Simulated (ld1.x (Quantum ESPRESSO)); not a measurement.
# Varying the TM potential for tellurium (Te)

Base potential:

```json
{
  "Element": "Te",
  "Generator": "ld1.x (Quantum ESPRESSO) 7.5",
  "Type": "norm-conserving Troullier–Martins (Kleinman–Bylander form)",
  "Functional": "BLYP",
  "Relativity": "scalar-relativistic",
  "Frozen core": "[Kr]",
  "Valence charge": "16",
  "Reference configuration": "4d10 5s1 5p5",
  "Partial waves": "5s (bound): rc 1.80 bohr; 4d (bound): rc 0.90 bohr; 5p (bound): rc 1.75 bohr",
  "Local potential": "the p channel",
  "Core correction": "a·sin(br)/r model core inside 0.70 bohr"
}
```

All-electron outer shells of the reference configuration (BLYP, scalar-relativistic, ld1.x):

```json
{"shell": "4s", "level (eV)": "-165.48", "outermost node (bohr)": "0.38", "outermost maximum (bohr)": "0.70"}
{"shell": "4p", "level (eV)": "-115.50", "outermost node (bohr)": "0.38", "outermost maximum (bohr)": "0.74"}
{"shell": "4d", "level (eV)": "-42.75", "outermost node (bohr)": "0.36", "outermost maximum (bohr)": "0.81"}
{"shell": "5s", "level (eV)": "-15.75", "outermost node (bohr)": "0.91", "outermost maximum (bohr)": "1.77"}
{"shell": "5p", "level (eV)": "-6.33", "outermost node (bohr)": "1.00", "outermost maximum (bohr)": "2.14"}
```

Cutoffs, loose and tight: the cutoffs (Ry, on a coarse ladder) from which the occupation-weighted sum of valence levels, in a spherical-Bessel basis at the reference potential, stays within 10 and 1 mRy of its value at 400 Ry. They do not see the model core or the augmentation charge, which bear on the density cutoff. Test errors are all-electron minus pseudo excitation energies from the reference, over the configurations 4d10 5s2 5p4; 4d10 5s2 5p3; 4d10 5s2 5p2; 4d10 5s0 5p6; 4d9 5s2 5p5; 4d9 5s2 5p4; 4d10 5s2 5p0. A dash means not determined; rows that change the core or the reference have their own tests.

A true bound ghost makes a file unfit for plane-wave use even where its test errors are small: the radial tests pick states by their node count and pass the ghost by.

```tsv
change	outcome	cutoff, loose	cutoff, tight	bound ghosts	largest test error (meV)
base	generated	140 Ry	160 Ry	s	-519
core correction a·sin(br)/r model core inside 1.02 bohr	generated	140 Ry	160 Ry	s	-510
functional LDA (PZ)	generated	140 Ry	180 Ry	s	-506
reference 4d10 5s2 5p2	generated	140 Ry	160 Ry	s	-631
wave 5s (bound): rc 1.80 bohr becomes 5s (bound): rc 1.36 bohr	generated	140 Ry	200 Ry	s	-327
```

Task: What comes out with this change to the base: all radii but the core radius scaled by about 1.29 (s 2.32, p 2.26, d 1.16 bohr)?

Result: outcome: generated; cutoff, loose: 110 Ry; cutoff, tight: 200 Ry; bound ghosts: none; largest test error (meV): -346.

Task: What comes out with this change to the base: local potential all-electron potential smoothed inside 1.60 bohr (lloc = -2)?

Result: outcome: generated; cutoff, loose: 140 Ry; cutoff, tight: 160 Ry; bound ghosts: none; largest test error (meV): -224.

Task: What comes out with this change to the base: wave 4d (bound): rc 0.90 bohr becomes 4d (bound): rc 1.36 bohr?

Result: outcome: generated; cutoff, loose: 110 Ry; cutoff, tight: 180 Ry; bound ghosts: s; largest test error (meV): -504.
